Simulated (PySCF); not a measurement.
## Calculated NMR data

Theoretical values (PySCF): coordinates at the GFN2-xTB level, PBE0/pcSseg-1 with gauge-including orbitals. Single conformer, equivalent nuclei averaged, in vacuum, non-relativistic Hamiltonian.

References, each an isolated molecule treated in the same way: TMS for ¹H (σref 31.72), ¹³C (σref 186.93). Splittings of carbon signals by F and P are missing where no couplings were computed. Where no couplings were computed, multiplicities follow the n + 1 count of equivalent neighbours, and m marks all less simple cases (inequivalent or close neighbours, rings, F or P nearby). Shifts are as computed. Against solution values, carbons near 30 ppm lie about +3 ppm off and those near 130 ppm about +5 ppm. Of 1309 compounds with measured shifts, 239 miss one by over three times the rms of a fit or turn the order of signals round; such compounds aren't used in these exercises.

**1.** `F[Si@@H](/C=C/[SiH3])P([SiH3])[SiH3]`, C2H12FPSi4. ¹H NMR (600 MHz, computed): δ 7.34 (m, 1H), 7.24 (m, 1H), 5.67 (m, 1H), 4.25 (d, 3H), 4.13 (m, 6H). ¹³C{¹H} NMR (computed): δ 158.9, 155.2.

**2.** SMILES FC/C(F)=C1/C=CCO[SiH2]1, C6H8F2OSi. ¹H NMR (600 MHz, computed): δ 7.08 (m, 1H), 5.88 (m, 1H), 5.35 (m, 2H), 5.26 (s, 2H), 4.92 (m, 2H). ¹³C{¹H} NMR (computed): δ 165.3, 137.5, 125.7, 107.6, 84.4, 67.3.
